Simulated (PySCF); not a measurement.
C₂Fe, SMILES [C]([C])[Fe] (connectivity only; charge and spin as stated), neutral, multiplicity 5. Atoms are numbered in the order given.

```xyz
3

Fe     0.0000     0.0000     0.7624
C      0.0000     0.0000    -1.0145
C      0.0000     0.0000    -2.2892
```
Charge 0, spin multiplicity 5.

Geometry optimised at B3LYP-D3(BJ)/def2-TZVP. The multiplicity is an assumed one; other spin states were not compared.

Level of theory: r2SCAN/def2-TZVPD run with PySCF.

Mulliken values depend strongly on the basis, most of all with diffuse functions as here. Atomic charges (e):

| atom | meta-Löwdin | Mulliken | Mulliken spin |
|---|---|---|---|
| Fe1 | 0.72 | 0.40 | 3.90 |
| C2 | -0.54 | -0.26 | -0.26 |
| C3 | -0.18 | -0.14 | 0.36 |
